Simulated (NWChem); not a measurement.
System: CH$_{6}$GeZn; SMILES [Zn]([GeH3])[CH3]

Input file for NWChem:

```
start job
memory heap 200 mb stack 900 mb global 1100 mb
geometry units angstroms noautosym nocenter noautoz
  Zn     0.000237     0.897046    -0.000036
  C      0.000833     2.825329    -0.000579
  H     -0.775551     3.230599     0.659980
  H     -0.182968     3.229750    -1.003586
  H      0.961429     3.229892     0.341387
  Ge    -0.000404    -1.475705    -0.000063
  H      0.243980    -2.097578    -1.404318
  H      1.093190    -2.098072     0.913763
  H     -1.338929    -2.097324     0.490145
end
basis spherical
  Zn library def2-svp
  C library def2-svp
  H library def2-svp
  Ge library def2-svp
end
dft
  xc xcamb88 1.00 lyp 0.81 vwn_5 0.19 hfexch 1.00
  cam 0.33 cam_alpha 0.19 cam_beta 0.46
  iterations 150
end
property
  efieldgrad
end
task dft property
```

Output (shortened):

```
             Northwest Computational Chemistry Package (NWChem) 7.3.0
             --------------------------------------------------------

                             Geometry "geometry" -> ""
                             -------------------------

 Output coordinates in angstroms (scale by  1.889725989 to convert to a.u.)

  No.       Tag          Charge          X              Y              Z
 ---- ---------------- ---------- -------------- -------------- --------------
    1 Zn                  30.0000     0.00023700     0.89704600    -0.00003600
    2 C                    6.0000     0.00083300     2.82532900    -0.00057900
    3 H                    1.0000    -0.77555100     3.23059900     0.65998000
    4 H                    1.0000    -0.18296800     3.22975000    -1.00358600
    5 H                    1.0000     0.96142900     3.22989200     0.34138700
    6 Ge                  32.0000    -0.00040400    -1.47570500    -0.00006300
    7 H                    1.0000     0.24398000    -2.09757800    -1.40431800
    8 H                    1.0000     1.09319000    -2.09807200     0.91376300
    9 H                    1.0000    -1.33892900    -2.09732400     0.49014500

 Effective nuclear repulsion energy (a.u.)     376.3391034650

                              NWChem Property Module
                              ----------------------

  itol2e modified to match energy
  convergence criterion.

                                 NWChem DFT Module
                                 -----------------

 Summary of "ao basis" -> "ao basis" (spherical)
 ------------------------------------------------------------------------------
       Tag                 Description            Shells   Functions and Types
 ---------------- ------------------------------  ------  ---------------------
 Zn                         def2-svp                11       31   5s3p2d1f
 C                          def2-svp                 6       14   3s2p1d
 H                          def2-svp                 3        5   2s1p
 Ge                         def2-svp                12       32   5s4p3d

  itol2e modified to match energy
  convergence criterion.

[...]

          -----------------------
          Electric field gradient
          -----------------------

 1 a.u. = 0.324123 10**(16) esu/cm**3  ( or statvolts/cm**2 ) = 0.97174 10**(22) v/m**2

 ------------------------------------------------------------
   Atom      X         Y         Z
 ------------------------------------------------------------
    1 Zn   0.00045   1.69517  -0.00007
 ------------------------------------------------------------

 Electric field gradient in molecular frame (a.u.)
         XX             YY             ZZ             XY             XZ             YZ
 ------------------------------------------------------------------------------------------
       -0.936366       1.872705      -0.936339       0.000798       0.000004      -0.000451

 Principal components (a.u.) and orientation
 of principal axis w.r.t. absolute frame                      Asymmetry parameter eta
 --------------------------------------------------------------------------------------
        1.872706      -0.936367      -0.936339                       0.000015

        0.000284       0.991230       0.132145
        1.000000      -0.000303       0.000121
       -0.000160      -0.132145       0.991230

 ------------------------------------------------------------
   Atom      X         Y         Z
 ------------------------------------------------------------
    2 C    0.00157   5.33910  -0.00109
 ------------------------------------------------------------

 Electric field gradient in molecular frame (a.u.)
         XX             YY             ZZ             XY             XZ             YZ
 ------------------------------------------------------------------------------------------
       -0.059587       0.119185      -0.059598       0.000059      -0.000005      -0.000065

 Principal components (a.u.) and orientation
 of principal axis w.r.t. absolute frame                      Asymmetry parameter eta
 --------------------------------------------------------------------------------------
        0.119185      -0.059600      -0.059585                       0.000131

        0.000333       0.379671       0.925122
        1.000000       0.000209      -0.000445
       -0.000362       0.925122      -0.379671

 ------------------------------------------------------------
   Atom      X         Y         Z
 ------------------------------------------------------------
    3 H   -1.46558   6.10495   1.24718
 ------------------------------------------------------------

 Electric field gradient in molecular frame (a.u.)
         XX             YY             ZZ             XY             XZ             YZ
 ------------------------------------------------------------------------------------------
       -0.082687       0.100885      -0.018198       0.122737       0.198747      -0.104425

 Principal components (a.u.) and orientation
 of principal axis w.r.t. absolute frame                      Asymmetry parameter eta
 --------------------------------------------------------------------------------------
       -0.314331       0.163428       0.150903                       0.039846

        0.710026       0.275735       0.647945
       -0.361814       0.932250      -0.000242
       -0.604114      -0.234264       0.761687

 ------------------------------------------------------------
   Atom      X         Y         Z
 ------------------------------------------------------------
    4 H   -0.34576   6.10334  -1.89650
 ------------------------------------------------------------

[...]
```

Level: CAM-B3LYP/def2-SVP. The geometry was optimised at B3LYP/6-31G* (spherical d). NWChem prints the field gradient with the sign opposite to the second derivative of the potential.
